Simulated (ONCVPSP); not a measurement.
# Dy (Z = 66): variants of one ONCV potential

Base potential:

dysprosium (Dy), optimised norm-conserving Vanderbilt (ONCV), made with ONCVPSP 4.0.1 (PBE, scalar-relativistic). Core [Kr] 4d10 4f9, reference 5s2 5p6 5d1 6s1 6p1. Waves: 5s+6s: rc 2.35 bohr, ncon 3, nbas 7, qcut 4.9 1/bohr, 2 projectors; 5p+6p: rc 2.50 bohr, ncon 4, nbas 8, qcut 5.1 1/bohr, 2 projectors; 5d: rc 2.85 bohr, ncon 5, nbas 10, qcut 5.5 1/bohr, 2 projectors, debl 2.6 Ha. Local part: polynomial inside 1.90 bohr (lpopt 5, dvloc0 0 Ha). Core correction: polynomial model core, fcfact 0.25.

Cutoffs, loose and tight: the cutoffs (Ha) at which the residual kinetic energy of the hardest occupied pseudo-wave falls to 1 and 0.1 mHa per electron. They do not see the model core or the augmentation charge, which bear on the density cutoff. Test errors are all-electron minus pseudo excitation energies from the reference, over the configurations 5s2 5p6 5d1 6s2 6p0; 5s2 5p6 5d1 6s1 6p0; 5s2 5p6 5d1 6s0 6p0; 5s2 5p6 5d0 6s0 6p0. A dash means not determined; rows that change the core or the reference have their own tests.

| change | outcome | cutoff, loose | cutoff, tight | bound ghosts | GHOST(+) flags above zero | largest test error (meV) |
| --- | --- | --- | --- | --- | --- | --- |
| base | generated | 8.9 Ha | 11 Ha | none | none | -113 |
| s: qcut 3.6; p: qcut 3.7; d: qcut 4 | generated | 7.3 Ha | 26 Ha | none | none | -104 |
| s: qcut 4; p: qcut 4.1; d: qcut 4.5 | generated | 7.8 Ha | 9.7 Ha | none | none | -109 |
| d: qcut 5.4 | generated | 8.8 Ha | 11 Ha | none | none | -113 |
| s: qcut 5.8; p: qcut 6; d: qcut 6.5 | generated | 9.4 Ha | 12 Ha | none | none | -116 |
| s: qcut 6.2; p: qcut 6.5; d: qcut 7 | generated | 11 Ha | 13 Ha | none | none | -115 |
| s: qcut 6.7; p: qcut 7; d: qcut 7.5 | generated | 13 Ha | 15 Ha | none | none | -114 |
| s: qcut 7.2; p: qcut 7.5; d: qcut 8.1 | generated | 14 Ha | 19 Ha | none | none | -109 |

**Question.** What comes out with this change to the base: s: qcut 4.5; p: qcut 4.7; d: qcut 5.1?

**Answer.** outcome: generated; cutoff, loose: 8.5 Ha; cutoff, tight: 10 Ha; bound ghosts: none; GHOST(+) flags above zero: none; largest test error (meV): -112.

**Question.** What comes out with this change to the base: s: qcut 5.4; p: qcut 5.6; d: qcut 6?

**Answer.** outcome: generated; cutoff, loose: 9.3 Ha; cutoff, tight: 12 Ha; bound ghosts: none; GHOST(+) flags above zero: none; largest test error (meV): -115.

**Question.** What comes out with this change to the base: s: qcut 3.1; p: qcut 3.2; d: qcut 3.5?

**Answer.** outcome: generated; cutoff, loose: 20 Ha; cutoff, tight: 41 Ha; bound ghosts: none; GHOST(+) flags above zero: none; largest test error (meV): -99.
